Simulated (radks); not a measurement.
The numbers below are computed, except where a source is named.
Al3+, configuration [Ne]. Level of theory: scalar-relativistic Kohn-Sham, LDA (Slater exchange, Perdew-Wang correlation), spin-polarised, spherical densities, finite nucleus; Fermi nuclear charge, rms radius 3.061 fm (a radial shooting solver on a logarithmic mesh with Libxc functionals). Some entries of the table are withheld. Estimate them.

| orbital | occ. | eigenvalue (eV) | <1/r> (bohr^-1) | r(max) (bohr) |
|---|---|---|---|---|
| 1s | 2 | -1539.890 | 12.59 | 0.07862 |
| 2s | 2 | (1) | 2.341 | (2) |
| 2p | 6 | (3) | (4) | (5) |

Answer. 
(1) 2s eigenvalue (eV): -142.0093
(2) 2s r(max) (bohr): 0.4973
(3) 2p eigenvalue (eV): -104.2218
(4) 2p <1/r> (bohr^-1): 2.224
(5) 2p r(max) (bohr): 0.4263
